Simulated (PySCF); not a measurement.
# Optical rotation: `N#CC[Si@H](F)[Si@@H](F)[SiH3]`, C₂H₇F₂NSi₃

Geometry (Å), atoms numbered from 1 in this order:
```xyz
15

N    -2.199   -0.315    1.869
C    -2.047   -0.494    0.749
C    -1.829   -0.680   -0.648
Si   -0.867    0.794   -1.432
F    -0.662    0.251   -2.951
Si    1.249    1.024   -0.526
F     1.151    2.367    0.382
Si    2.087   -0.677    0.821
H    -1.268   -1.606   -0.794
H    -2.795   -0.797   -1.142
H    -1.821    1.885   -1.622
H     2.172    1.495   -1.567
H     3.277   -0.273    1.572
H     2.467   -1.823   -0.014
H     1.080   -1.143    1.776
```

Level of theory: TDDFT CAM-B3LYP/def2-SVPD circular dichroism and optical rotation, one conformer, gas phase (PySCF 2.14.0). Geometry: GFN2-xTB.

The molecule is flexible and this is one conformer; a measurement averages over conformers.

Stereocentres: Si4 R, Si6 S.

Problem. What is the specific rotation at 633, 589.3, 546, 436, 405, 365, 355 nm?

Solution. [α] in deg dm⁻¹ (g/mL)⁻¹:
```
λ (nm)  origin-invariant length gauge  modified velocity gauge  length gauge (centre of mass)  isotropic polarisability (au)
   633                         +133.8                   +131.9                         +131.8                          109.7
 589.3                         +155.8                   +153.5                         +153.5                          110.2
   546                         +183.4                   +180.5                         +180.7                          110.9
   436                         +297.4                   +290.9                         +292.9                          113.7
   405                         +347.3                   +338.3                         +341.9                          115.0
   365                         +426.5                   +411.7                         +419.4                          117.3
   355                         +448.1                   +431.0                         +440.5                          118.0
```

Problem. And for the mirror image at 589.3 nm?

Solution. -155.8 deg dm⁻¹ (g/mL)⁻¹ (origin-invariant length gauge): the same size and the opposite sign.

Problem. What is the molar rotation [Φ] = [α]·M/100 of the geometry above at 589.3 nm?

Solution. With M = 167.34 g/mol, +260.6 deg cm² dmol⁻¹ (origin-invariant length gauge).

The first excitation lies at 5.53 eV (224 nm) with R = -32.9 × 10⁻⁴⁰ esu² cm² (velocity form).
